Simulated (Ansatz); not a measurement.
Basis sets compared for TeAs₂⁺. Total charge 1; doublet. Geometry PBE-D4/def2-TZVP. Ansatz on 2 threads of Arm Neoverse V1 on a shared host; times are rough, and most runs start from earlier orbitals.

```xyz
3

As    0.7155   -0.0439   -1.1873
As   -1.2947   -0.4746   -0.1485
Te    0.5792    0.5185    1.3358
```

In the def2 sets Te takes a core potential; there is no spin–orbit coupling. The structure comes from a short search, and lower isomers may exist.

```json
{"level": "PBE-D4/def2-SVP", "functions": "90", "energy (Eh)": "-4738.3250", "HOMO (eV)": "-10.85", "LUMO (eV)": "-10.08", "wall time": "2.1 s"}
{"level": "PBE0-D4/def2-SVP", "functions": "90", "energy (Eh)": "-4738.4541", "HOMO (eV)": "-11.85", "LUMO (eV)": "-9.33", "wall time": "4.2 s"}
```

Estimate the rows for PBE-D4/def2-TZVP, PBE0-D4/def2-TZVP.


| level | functions | energy (Eh) | HOMO (eV) | LUMO (eV) | wall time |
| --- | --- | --- | --- | --- | --- |
| PBE-D4/def2-TZVP | 146 | -4738.8902 | -10.81 | -9.99 | 3.9 s |
| PBE0-D4/def2-TZVP | 146 | -4739.0201 | -11.79 | -9.22 | 8 s |
